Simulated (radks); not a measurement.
Question: Coherent X-ray form factor from a spherical all-electron density. All-electron calculation, scalar-relativistic Kohn-Sham, LDA (Slater exchange, VWN5 correlation), spin-unpolarised, spherical densities, point nucleus. Program: a radial shooting solver on a logarithmic mesh with Libxc functionals.

| sin(theta)/lambda (1/angstrom) | f0 (electrons) |
|---|---|
| 0.05 | 20.695 |
| 0.1 | 19.840 |
| 0.15 | 18.586 |
| 0.2 | 17.113 |
| 0.25 | 15.578 |
| 0.3 | 14.095 |
| 0.4 | 11.542 |
| 0.5 | 9.663 |
| 0.6 | 8.378 |
| 0.8 | 6.891 |
| 1 | 5.956 |
| 1.25 | 4.912 |
| 1.5 | 3.938 |
| 2 | 2.502 |

The species is in the configuration that NIST lists as its ground one. Which atom or ion scatters so?

Answer: The vanadium ion V2+, [Ar] 3d3. Extrapolating in s^2 from the first two rows gives f0(0) = 21.0, near the electron count 21; among species with that count, the fall with angle is slower the higher Z, and the table is that of Z = 23; from so few rows the species is fixed only to a neighbour or two.
